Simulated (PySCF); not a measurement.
Electron correlation in Si (silicon, neutral)

[Ne] 3s2 3p2, high-spin 3P determinant. All numbers are calculated (PySCF 2.14, the spin-free X2C one-electron Hamiltonian (Gaussian nucleus), in x2c-TZVPPall with one added diffuse shell each of s, p, d type (6s6p4d1f, 51 functions)). Frozen: 1s2; 12 electrons correlated.

```csv
level,correlation energy (mhartree)
CCSD,-227.85
(T),-4.24
CCSD(T),-232.09
```

Diagnostics: T1 = 0.0082, D1 = 0.0326, largest double amplitude 0.072.

Cost of the coupled-cluster step: roughly 4 core-seconds, for 12 correlated electrons.

This basis was not built for core-valence correlation, so the inner-shell part is incomplete.
